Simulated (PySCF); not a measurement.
## Electronic absorption of [C7H10N]+

Compound: C7H10N (charge +1).
SMILES: `CCC1=CC=[NH+]C=C1`

Computed, not measured: TDDFT PBE0/def2-SVPD, vertical, gas phase, core orbitals frozen in the response in PySCF 2.14.0, density-fitted response routines. Geometry: GFN2-xTB, one conformer, isolated ion. Torsions of this conformer, `[CH3:1][CH2:2][c:3]1[cH:4][cH:5][nH+:6][cH:7][cH:8]1`: C1–C2–C3–C4 -89°.

Task: List the vertical singlet excitations with oscillator strengths and describe the spectrum.

Result: 

| state | E (eV) | λ (nm) | ν̃ (cm⁻¹) | f | \|μ\| (D) | symmetry | main configurations (H = HOMO, L = LUMO) |
| --- | --- | --- | --- | --- | --- | --- | --- |
| S1 | 5.62 | 220.5 | 45350 | 0.057 | 1.63 | A″ | H→L (78%), H-1→L+1 (19%) |
| S2 | 5.83 | 212.6 | 47040 | 0.149 | 2.60 | A′ | H-1→L (85%), H→L+1 (14%) |
| S3 | 6.01 | 206.3 | 48480 | 0.0034 | 0.39 | A″ | H-2→L (96%) |
| S4 | 6.20 | 199.9 | 50030 | 0.0034 | 0.38 | A′ | H-3→L (96%) |
| S5 | 6.87 | 180.6 | 55370 | 0.193 | 2.72 | A″ | H-1→L+1 (75%), H→L (17%) |
| S6 | 6.96 | 178.0 | 56170 | 0.159 | 2.45 | A′ | H-2→L+1 (65%), H→L+1 (25%) |

Triplets, Tamm–Dancoff:

```tsv
state	E (eV)	λ (nm)	main configurations (H = HOMO, L = LUMO)
T1	4.26	291.3	H→L (97%)
T2	4.34	285.9	H-1→L (81%), H→L+1 (11%)
```

The lowest singlet lies at 5.62 eV (221 nm, ultraviolet) and is of moderate strength; its leading configuration is HOMO→LUMO (78%). The most intense listed level is S5 at 6.87 eV (181 nm, f = 0.193), 1.24 eV above S1. Löwdin shares by element: HOMO carbon 79% or more (atoms not listed hold the other 21%); LUMO carbon 54% or more, nitrogen 19% (atoms not listed hold the other 27%). The listed states span 1.34 eV, and the widest gap between neighbours is 0.66 eV (S4 to S5). Orbital energies (eV): HOMO-3 -13.97, HOMO-2 -13.74, HOMO-1 -13.17, HOMO -13.09, LUMO -6.55, LUMO+1 -5.67, LUMO+2 -3.74. Weighted by f, the mean energy of these states is 6.49 eV. Symmetry labels in Cs follow from the direction of the transition dipole and are given only for states with f of 0.002 or more. Only the lowest 6 singlets were computed, as vertical energies without vibronic structure.
